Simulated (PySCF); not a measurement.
GaF, SMILES [F][Ga] (connectivity only; charge and spin as stated), neutral, multiplicity 1.

The structure is a stationary point at B3LYP-D3(BJ)/def2-TZVPD.

Two levels are set side by side: TDA-PBE/def2-TZVPD (PySCF) and TDA-CAM-B3LYP/def2-TZVPD (PySCF). Vertical, same geometry. The lowest singlet is HOMO→LUMO 93 % with PBE and HOMO→LUMO 96 % with the other functional; states are paired by order. Differences are taken from unrounded values.

| quantity | TDA-CAM-B3LYP | TDA-PBE | TDA-PBE minus TDA-CAM-B3LYP |
|---|---|---|---|
| lowest singlet excitation (eV) | 5.95 | 5.65 | -0.31 |
| lowest triplet excitation (TDA) (eV) | 3.98 | 3.92 | -0.06 |
| first bright state (f over 0.05) (eV) | 5.95 | 5.65 | -0.31 |
| its oscillator strength | 0.33 | 0.25 | -0.09 |

Functionals without exact exchange tend to place singlet excitations lower, as here. Differences between two approximate levels are no errors against the true value.

Rough cost on one machine, each run with all the roots and properties that it gave: TDA-CAM-B3LYP against TDA-PBE about 2 times.
